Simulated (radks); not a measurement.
Values are calculated unless marked as measured or tabulated.
Task: Radial electron density D(r) = 4 pi r^2 rho(r) of an atom or ion with 20 electrons. Code: a radial shooting solver on a logarithmic mesh with Libxc functionals. Model: non-relativistic Kohn-Sham, PBE, spin-polarised, spherical densities, point nucleus.

r (bohr)  D(r) (e/bohr)  spin D(r)
0.006262          2.344    0.00113
0.007175          2.961    0.00142
0.00822           3.720    0.00178
0.009417          4.643    0.00222
0.01079           5.754    0.00274
0.01236           7.071    0.00335
0.01416           8.607    0.00405
0.01636           10.47    0.00488
0.01874           12.45    0.00572
0.02147           14.58    0.00659
0.02459           16.80    0.00741
0.02818           19.01    0.00810
0.03228           21.07    0.00856
0.03699           22.81    0.00864
0.04237           24.07    0.00821
0.04855           24.68    0.00715
0.05607           24.54    0.00531
0.06423           23.68    0.00296
0.07359           22.27   0.000295
0.08431           20.62   -0.00219
0.0966            19.15   -0.00378
0.1107            18.32   -0.00362
0.1268            18.47  -0.000869
0.1453            19.70    0.00500
0.1664            21.78     0.0140
0.1922            24.22     0.0261
0.2202            25.89     0.0390
0.2523            26.13     0.0526
0.289             24.51     0.0677
0.3311            21.12     0.0878
0.3794            16.65      0.119
0.4346            12.20      0.167
0.498             8.824      0.237
0.5705            7.126      0.327
0.6589            7.082      0.433
0.7549            7.973      0.520
0.8648            8.816      0.574
0.9908            8.898      0.586
1.135             7.998      0.562
1.301             6.379      0.524
1.49              4.542      0.497
1.707             2.940      0.493
1.956             1.802      0.512
2.259             1.098      0.537
2.588            0.7601      0.542
2.965            0.5767      0.505
3.397            0.4391      0.420
3.891            0.3073      0.303
4.458            0.1886      0.188
5.108           0.09915     0.0991
5.852           0.04364     0.0436
6.705           0.01557     0.0156
7.743          0.003990    0.00399
8.871         0.0008264   0.000826
10.16         0.0001255   0.000125

What is the nuclear charge?

Result: Z = 21. The innermost maximum, from 1s, lies near 1/Z = 0.0476 bohr (found: 0.0509), and its height grows with Z. The density is that of the scandium ion Sc+ in [Ar] 3d1 4s1; the configuration itself is not fixed sharply by these data, and Z only to about a unit. D(r) has 3 maxima, at r = 0.0509, 0.240, 0.937 bohr, and minima at 0.116, 0.613 bohr, inside which lie 2.14, 10.39 electrons.
